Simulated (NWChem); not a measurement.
# iodoethane (C₂H₅I); SMILES CCI

Computed with NWChem. Structure relaxed at the PBE-D3(BJ)/def2-SVP level. def2 effective core potentials on I; no spin-orbit coupling. Vertical excitations in the gas phase; the lowest state need not have the same character in each row.

| level | lowest excitation, singlet (eV) | orbital gap (eV) |
|---|---|---|
| PBE/def2-SVP, TDA | 4.66 | 4.26 |
| B3LYP/def2-SVP, TDA | 4.82 | 5.88 |
| CAM-B3LYP/def2-SVP, TDA | 4.94 | 8.76 |
| PBE0/def2-SVP, TDA | 4.93 | 6.37 |
